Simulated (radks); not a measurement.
The numbers below are computed, except where a source is named.
Question: Sb5+, 46 electrons, occupied as [Kr] 4d10. Level of theory: non-relativistic Kohn-Sham, LDA (Slater exchange, Perdew-Wang correlation), spin-polarised, spherical densities, point nucleus; relativity is left out, which matters for an element this heavy (a radial shooting solver on a logarithmic mesh with Libxc functionals). Some entries of the table are withheld. Estimate them.

| orbital | occ. | eigenvalue (hartree) | <r^2> (bohr^2) | r(max) (bohr) |
|---|---|---|---|---|
| 1s | 2 | -1072.941 | 0.001191 | 0.01976 |
| 2s | 2 | -161.2651 | 0.01947 | 0.1094 |
| 2p | 6 | (1) | 0.01464 | 0.08550 |
| 3s | 2 | -33.18458 | 0.1355 | 0.3131 |
| 3p | 6 | -29.04297 | 0.1301 | 0.2994 |
| 3d | 10 | -21.32657 | (2) | 0.2446 |
| 4s | 2 | -7.11282 | 0.7586 | 0.7489 |
| 4p | 6 | -5.70598 | 0.8461 | (3) |
| 4d | 10 | -3.33583 | 1.160 | 0.8389 |

Answer: 
(1) 2p eigenvalue (hartree): -151.3102
(2) 3d <r^2> (bohr^2): 0.1107
(3) 4p r(max) (bohr): 0.7727
